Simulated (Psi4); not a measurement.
Psi4 input (wB97X-D/6-311+G**):

```
memory 1500 MB

molecule {
0 2
Si   -0.00000000   -0.00000000   -0.10196874
H     0.00000000    0.00000000    1.42756239
symmetry c1
no_reorient
no_com
}

set {
  basis 6-311+G**
  reference uks
  scf_type pk
  dft_radial_points 99
  dft_spherical_points 590
  e_convergence 1e-8
  d_convergence 1e-7
  maxiter 150
}

e = energy('wb97x-d')
print_out(f'\nFINAL {e:.10f} DIPOLE {variable("CURRENT DIPOLE")[0]:.6f} {variable("CURRENT DIPOLE")[1]:.6f} {variable("CURRENT DIPOLE")[2]:.6f}\n')
```

Output:

```
   => Loading Basis Set <=

    Name: 6-311+G**
    Role: ORBITAL
    Keyword: BASIS
    atoms 1 entry SI         line   351 file 6-311pgss.gbs
    atoms 2 entry H          line    42 file 6-311pgss.gbs

   => WB97X-D: Empirical Dispersion <=

    Chai and Head-Gordon Dispersion Correction
    Chai, J.-D.; Head-Gordon, M. (2010), J. Chem. Phys., 132: 6615-6620

        s6 =       1.000000

         ---------------------------------------------------------
                                   SCF
               by Justin Turney, Rob Parrish, Andy Simmonett
                          and Daniel G. A. Smith
                              UKS Reference
         ---------------------------------------------------------

  ==> Geometry <==

    Molecular point group: c1
    Full point group: C_inf_v

    Geometry (in Angstrom), charge = 0, multiplicity = 2:

       Center              X                  Y                   Z               Mass
    ------------   -----------------  -----------------  -----------------  -----------------
         SI           0.000000000000     0.000000000000    -0.101968740000    27.976926534650
         H            0.000000000000     0.000000000000     1.427562390000     1.007825032230

  Running in c1 symmetry.

  Rotational constants: A = ************  B =      7.18944  C =      7.18944 [cm^-1]
  Rotational constants: A = ************  B = 215534.13151  C = 215534.13151 [MHz]
  Nuclear repulsion =    4.843628746137386

  Charge       = 0
  Multiplicity = 2
  Electrons    = 15
  Nalpha       = 8
  Nbeta        = 7

  ==> Algorithm <==

  SCF Algorithm Type is PK.
  DIIS enabled.
  MOM disabled.
  Fractional occupation disabled.
  Guess Type is SAD.
  Energy threshold   = 1.00e-08
  Density threshold  = 1.00e-07
  Integral threshold = 1.00e-12

  ==> Primary Basis <==

  Basis Set: 6-311+G**
    Blend: 6-311+G**
    Number of shells: 18
    Number of basis functions: 36
    Number of Cartesian functions: 37
    Spherical Harmonics?: true
    Max angular momentum: 2

  ==> DFT Potential <==

   => LibXC <=

    Version 7.1.2
    S. Lehtola, C. Steigemann, M. J. T. Oliveira, and M. A. L. Marques,  SoftwareX 7, 1–5 (2018) (10.1016/j.softx.2017.11.002)

   => Composite Functional: WB97X-D <=

    wB97X-D Hyb-GGA Exchange-Correlation Functional

    J.-D. Chai and M. Head-Gordon,  Phys. Chem. Chem. Phys. 10, 6615–6620 (2008) (10.1039/B810189B)

    Deriv               =              1
    GGA                 =           TRUE
    Meta                =          FALSE

    Exchange Hybrid     =           TRUE
    MP2 Hybrid          =          FALSE

   => Exchange-Correlation Functionals <=

    1.0000   wB97X-D range-separated functional

   => Exact (HF) Exchange <=

    0.7780            HF,LR [omega = 0.2000]
    0.2220               HF

   => LibXC Density Thresholds  <==

    XC_HYB_GGA_XC_WB97X_D:  1.00E-14

   => Molecular Quadrature <=

    Radial Scheme          =       TREUTLER
    Pruning Scheme         =           NONE
    Nuclear Scheme         =       TREUTLER

    Blocking Scheme        =         OCTREE
    BS radius alpha        =              1
    Pruning alpha          =              1
    Radial Points          =             99
    Spherical Points       =            590
    Total Points           =         113570
    Total Blocks           =            931
    Max Points             =            256
    Max Functions          =             36
    Weights Tolerance      =       1.00E-15

  ==> Integral Setup <==

  Using in-core PK algorithm.
   Calculation information:
      Number of atoms:                   2
      Number of AO shells:              18
      Number of primitives:             31
      Number of atomic orbitals:        37
      Number of basis functions:        36

      Integral cutoff                 1.00e-12
      Number of threads:                 1

  Performing in-core PK
  Using 666333 doubles for integral storage.
  We computed 14706 shell quartets total.
  Whereas there are 14706 unique shell quartets.

  Computing range-separated integrals for PK
  We computed 14706 wK shell quartets total.
  Whereas there are 14706 wK unique shell quartets.

  ==> DiskJK: Disk-Based J/K Matrices <==

    J tasked:                  Yes
    K tasked:                  Yes
    wK tasked:                 Yes
    Omega:               2.000E-01
    Schwarz Cutoff:          1E-12


  Cached 100.0% of DFT collocation blocks in 0.101 [GiB].

  Minimum eigenvalue in the overlap matrix is 2.2793082802E-02.
  Reciprocal condition number of the overlap matrix is 5.2592830693E-03.
    Using symmetric orthogonalization.

  ==> Pre-Iterations <==

  SCF Guess: Superposition of Atomic Densities via on-the-fly atomic UHF (no occupation information).

   -------------------------
    Irrep   Nso     Nmo
   -------------------------
     A         36      36
   -------------------------
    Total      36      36
   -------------------------

  ==> Iterations <==

                        Total Energy        Delta E     RMS |[F,P]|

   @UKS iter SAD:  -289.45898900438584   -2.89459e+02   0.00000e+00
   @UKS iter   1:  -289.97049696075567   -5.11508e-01   7.02282e-03 ADIIS/DIIS
   @UKS iter   2:  -289.97978037895359   -9.28342e-03   3.31029e-03 ADIIS/DIIS
   @UKS iter   3:  -289.98116401699804   -1.38364e-03   1.57800e-04 ADIIS/DIIS
   @UKS iter   4:  -289.98121580172523   -5.17847e-05   4.42966e-05 DIIS
   @UKS iter   5:  -289.98122038341387   -4.58169e-06   7.11083e-06 DIIS
   @UKS iter   6:  -289.98122054396498   -1.60551e-07   1.88873e-06 DIIS
   @UKS iter   7:  -289.98122055657933   -1.26144e-08   5.27897e-07 DIIS
   @UKS iter   8:  -289.98122055773780   -1.15847e-09   1.75657e-07 DIIS
   @UKS iter   9:  -289.98122055787758   -1.39778e-10   4.72460e-08 DIIS
  Energy and wave function converged.

  ==> Post-Iterations <==

   Electrons on quadrature grid:
      Nalpha   =    8.0000000034 ; deviation = 3.355e-09
      Nbeta    =    6.9999999986 ; deviation = -1.376e-09
      Ntotal   =   15.0000000020 ; deviation = 1.979e-09

   @Spin Contamination Metric:   2.968278987E-03
   @S^2 Expected:                7.500000000E-01
   @S^2 Observed:                7.529682790E-01
   @S   Expected:                5.000000000E-01
   @S   Observed:                5.000000000E-01

    Orbital Energies [Eh]
    ---------------------

    Alpha Occupied:

       1A    -66.290394     2A     -5.418842     3A     -3.768054
       4A     -3.763771     5A     -3.757537     6A     -0.581798
       7A     -0.359153     8A     -0.264914

    Alpha Virtual:

       9A     -0.054049    10A      0.066740    11A      0.083360
      12A      0.085106    13A      0.086632    14A      0.120768
      15A      0.334953    16A      0.347857    17A      0.351934
      18A      0.438080    19A      0.482832    20A      0.629802
      21A      0.635032    22A      0.646539    23A      0.655997
      24A      0.863583    25A      1.280017    26A      1.285712
      27A      1.285829    28A      1.525370    29A      1.528022
      30A      2.036473    31A      2.633798    32A      5.399896
      33A     11.380750    34A     11.385229    35A     11.460725
      36A    140.869495

    Beta Occupied:

       1A    -66.287038     2A     -5.415869     3A     -3.766265
       4A     -3.755622     5A     -3.752829     6A     -0.552618
       7A     -0.344386

    Beta Virtual:

       8A     -0.045339     9A     -0.023103    10A      0.079123
      11A      0.092575    12A      0.103990    13A      0.126680
      14A      0.128802    15A      0.337561    16A      0.354338
      17A      0.366954    18A      0.448439    19A      0.487605
      20A      0.644465    21A      0.672925    22A      0.699066
      23A      0.699353    24A      0.878065    25A      1.281574
      26A      1.289960    27A      1.304103    28A      1.525498
      29A      1.534376    30A      2.039379    31A      2.634165
      32A      5.408369    33A     11.383424    34A     11.397858
      35A     11.463375    36A    140.872475

    Final Occupation by Irrep:
              A
    DOCC [     7 ]
    SOCC [     1 ]
    NA   [     8 ]
    NB   [     7 ]

  @UKS Final Energy:  -289.98122055787758

   => Energetics <=

    Nuclear Repulsion Energy =              4.8436287461373864
    One-Electron Energy =                -411.0305956777870620
    Two-Electron Energy =                 131.5426764174512471
    DFT Exchange-Correlation Energy =     -15.3369243354373364
    Empirical Dispersion Energy =          -0.0000057082418361
    VV10 Nonlocal Energy =                  0.0000000000000000
    Total Energy =                       -289.9812205578776343

  UHF NO Occupations:
  HONO-2 :    6  A 1.9998946
  HONO-1 :    7  A 1.9986210
  HONO-0 :    8  A 1.0000000
  LUNO+0 :    9  A 0.0013790
  LUNO+1 :   10  A 0.0001054
  LUNO+2 :   11  A 0.0000005
  LUNO+3 :   12  A 0.0000001

Computation Completed

Properties will be evaluated at   0.000000,   0.000000,   0.000000 [a0]

Properties computed using the SCF density matrix

 Multipole Moments:

 ------------------------------------------------------------------------------------
     Multipole            Electronic (a.u.)      Nuclear  (a.u.)        Total (a.u.)
 ------------------------------------------------------------------------------------

 L = 1.  Multiply by 2.5417464519 to convert [e a0] to [Debye]
 Dipole X            :         -0.0000000            0.0000000           -0.0000000
 Dipole Y            :          0.0000000            0.0000000            0.0000000
 Dipole Z            :          0.1127654            0.0000001            0.1127655
 Magnitude           :                                                    0.1127655

 ------------------------------------------------------------------------------------

FINAL -289.9812205579 DIPOLE -0.000000 0.000000 0.112765

*** Psi4 exiting successfully. Buy a developer a beer!
```
